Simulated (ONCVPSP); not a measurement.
**What the settings do to the ONCV potential of oxygen (O)**

Base potential:

* Element: oxygen
* Generator: ONCVPSP 4.0.1
* Type: optimised norm-conserving Vanderbilt (ONCV)
* Functional: LDA (Perdew-Wang 92)
* Relativity: scalar-relativistic
* Frozen core: [He]
* Valence charge: 6
* Reference configuration: 2s2 2p3 (charge +1)
* Partial waves: 2s: rc 0.90 bohr, ncon 4, nbas 9, qcut 8 1/bohr, local; 2p: rc 1.60 bohr, ncon 3, nbas 6, qcut 10.9 1/bohr, 3 projectors, debl 3.8 Ha; d scattering state at 0.29 Ha: rc 1.75 bohr, ncon 4, nbas 7, qcut 6.3 1/bohr, 1 projector
* Local potential: the s channel
* Core correction: none

Cutoffs, loose and tight: the cutoffs (Ha) at which the residual kinetic energy of the hardest occupied pseudo-wave falls to 1 and 0.1 mHa per electron. They do not see the model core or the augmentation charge, which bear on the density cutoff. Test errors are all-electron minus pseudo excitation energies from the reference, over the configurations 2s2 2p4; 2s2 2p2; 2s2 2p1; 2s1 2p5. A dash means not determined; rows that change the core or the reference have their own tests.

```tsv
change	outcome	cutoff, loose	cutoff, tight	bound ghosts	GHOST(+) flags above zero	largest test error (meV)
base	generated	35 Ha	251 Ha	none	none	+678
d: rc 1.84	generated	35 Ha	251 Ha	none	none	+678
s: nproj 1; local potential polynomial inside 0.75 bohr (lpopt 5, dvloc0 -1 Ha)	generated	35 Ha	251 Ha	none	d	+680
functional PBEsol	generated	35 Ha	251 Ha	none	none	+629
d: nbas 8	generated	35 Ha	251 Ha	none	none	+678
```

(1) What comes out with this change to the base: s: rc 0.88?

(2) What comes out with this change to the base: s: qcut 6.1; p: qcut 8.3; d: qcut 4.8?

Answers

(1) outcome: generated; cutoff, loose: 37 Ha; cutoff, tight: 263 Ha; bound ghosts: none; GHOST(+) flags above zero: none; largest test error (meV): +675.

(2) outcome: generated; cutoff, loose: 209 Ha; cutoff, tight: 294 Ha; bound ghosts: none; GHOST(+) flags above zero: none; largest test error (meV): +966.
